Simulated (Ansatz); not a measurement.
Cost and result up the ladder for Ga(OCMe2)H3 (C3H9GaO) (14 atoms). Total charge 0; singlet. Geometry: r2SCAN-D4/def2-SVP.

```
atom   x (Å)   y (Å)   z (Å)
  C1   0.486  -0.357  -0.079
  C2   1.688  -1.235  -0.223
  C3  -0.276   0.040  -1.301
 Ga4  -1.494   1.256   1.526
  O5   0.143   0.024   1.043
  H6   1.397  -2.180  -0.712
  H7   2.418  -0.753  -0.894
  H8   2.143  -1.436   0.754
  H9  -0.303   1.142  -1.358
 H10  -1.328  -0.269  -1.174
 H11   0.139  -0.381  -2.225
 H12  -2.626   0.323   0.935
 H13  -1.096   2.496   0.631
 H14  -1.290   1.330   3.076
```

Ansatz on 4 threads of Arm Neoverse V2 on a shared host. Times are rough, and most runs start from the orbitals of an earlier one. CAM-B3LYP-D4/def2-TZVP serves as the yardstick here, not as an exact answer. Differences are given only for rows in sets of like size (and for xTB, whose basis is part of the method), since another set adds its own error. Binding counts from free atoms at the same level (C triplet, Ga doublet, O triplet, H doublet; other spins of the atoms weren't run), without zero-point energy or a counterpoise term.

HSE06 is defined as in plane-wave codes, on full-range PBE exchange. Correlated methods freeze 13 core orbitals; core or outer-core shells of Ga are correlated, in sets that lack core-valence functions. The rows differ in basis, and correlated rows in double-zeta sets carry the largest basis error. Another isomer (singlet) lies 1.08 eV lower at PBE0-D4/def2-TZVP; other spin states weren't run for this one.

Correlated methods converge slowly with the basis, most of all in double-zeta sets.

```csv
level,functions,binding energy per atom (eV),difference from CAM-B3LYP-D4/def2-TZVP (eV)
MP2/def2-TZVP,226,3.60,-0.11
PBE-D4/def2-TZVP (with forces),226,3.75,0.04
HSE06-D4/def2-TZVP,226,3.70,-0.02
PBE0-D4/def2-SVP,133,3.74,–
LDA (SPW92)/def2-TZVP,226,4.21,0.50
r2SCAN-D4/def2-TZVP,226,3.71,0.00
PBE-D4/def2-SVP,133,3.79,–
CCSD(T)/def2-SVP,133,3.56,–
PBE0-D4/def2-TZVP,226,3.70,-0.02
CAM-B3LYP-D4/def2-TZVP,226,3.71,0.00
```

Question: Estimate how long each takes.

Answer: LDA (SPW92)/def2-TZVP 1.5 s; PBE-D4/def2-SVP 1.6 s; PBE0-D4/def2-SVP 2.1 s; PBE-D4/def2-TZVP (with forces) 3.1 s; MP2/def2-TZVP 3.8 s; HSE06-D4/def2-TZVP 4.2 s; CAM-B3LYP-D4/def2-TZVP 4.5 s; PBE0-D4/def2-TZVP 5 s; r2SCAN-D4/def2-TZVP 5.5 s; CCSD(T)/def2-SVP 22 s. On shared hardware such times vary by a factor of up to 3.
